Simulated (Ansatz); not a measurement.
SiHCl3. Charge 0, multiplicity 1. Geometry relaxed at r2SCAN-D4/def2-SVP.

```xyz
5

Si    0.100    0.063   -0.006
H     1.343    0.854   -0.079
Cl   -1.029    0.398   -1.683
Cl   -0.971    0.615    1.652
Cl    0.557   -1.930    0.116
```

**Question.** Estimate the harmonic wavenumbers at RKS r2SCAN-D4/def2-SVP (Ansatz, unscaled). Is this a minimum?

**Answer.** 171, 172, 246, 494, 605, 605, 809, 809, 2315 cm⁻¹. Yes, no mode is imaginary beyond noise. Zero-point energy 37.2 kJ/mol. It took 39 s on 2 threads of Arm Neoverse V1 on a shared host.
